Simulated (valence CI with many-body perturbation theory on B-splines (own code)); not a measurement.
**Gd LVIII: fill in the table**

Computed by valence CI with perturbative core correlation (CI+MBPT): five valence electrons over a frozen Dirac-Fock core [He], a basis of 11 s, 11 p, 10 d, 8 f, 5 g, 2 h functions for each j, with the one-electron correlation potential Σ1, the two-electron term Σ2, the three-electron term Σ3, Breit, model QED; selected CI, second order for the rest, scaled by the run's own slope (own B-spline code, finite nucleus).

The last digits are not significant, and no measured levels were compared; by estimate large intervals hold to a few tenths of a per cent, small ones and those within an open d or f shell to about a per cent. Among the levels kept, up to 7300 cm⁻¹ of a level comes from second order outside the variational space, and about a tenth of that is noise between levels of different J, which matters for small intervals.

| Level | E (eV) |
| --- | --- |
| (2s^2 2p1/2^2 2p3/2) J=3/2 | 0.0 |
| (2s^2 2p1/2 2p3/2^2) J=3/2 | 707.2 |
| (2s^2 2p1/2 2p3/2^2) J=5/2 | 729.3 |
| (2s^2 2p1/2 2p3/2^2) J=1/2 | ? |
| (2s 2p1/2^2 2p3/2^2) J=5/2 | 984.8 |
| (2s 2p1/2^2 2p3/2^2) J=1/2 | ? |
| (2s 2p1/2^2 2p3/2^2) J=3/2 | 1073.1 |
| (2s^2 2p3/2^3) J=3/2 | 1479.3 |
| (2s 2p1/2 2p3/2^3) J=3/2 [a] | ? |
| (2s 2p1/2 2p3/2^3) J=5/2 | ? |
| (2s 2p1/2 2p3/2^3) J=1/2 | 1802.7 |
| (2s 2p1/2 2p3/2^3) J=3/2 [b] | 1812.6 |
| (2p1/2^2 2p3/2^3) J=3/2 | ? |
| (2s 2p3/2^4) J=1/2 | 2526.9 |
| (2p1/2 2p3/2^4) J=1/2 | 2851.6 |
| (2s^2 2p1/2^2 3s) J=1/2 | 6540.4 |
| (2s^2 2p1/2^2 3p1/2) J=1/2 | 6624.5 |
| (2s^2 2p1/2^2 3p3/2) J=3/2 | 6847.9 |
| (2s^2 2p1/2^2 3d3/2) J=3/2 | ? |
| (2s^2 2p1/2^2 3d5/2) J=5/2 | 6992.2 |

Levels are named by their leading jj configuration (3d3/2^4 stands for four electrons in 3d with j = 3/2), which in mixed levels can hold well under half, so a name can repeat and another be missing. Letters in brackets count levels of one name in rising energy.

Problem. The levels stand in rising order. What does the calculation give for the missing energies?

Solution. (2s^2 2p1/2 2p3/2^2) J=1/2 770.5; (2s 2p1/2^2 2p3/2^2) J=1/2 1071.7; (2s 2p1/2 2p3/2^3) J=3/2 [a] 1715.2; (2s 2p1/2 2p3/2^3) J=5/2 1752.7; (2p1/2^2 2p3/2^3) J=3/2 2119.1; (2s^2 2p1/2^2 3d3/2) J=3/2 6925.0.
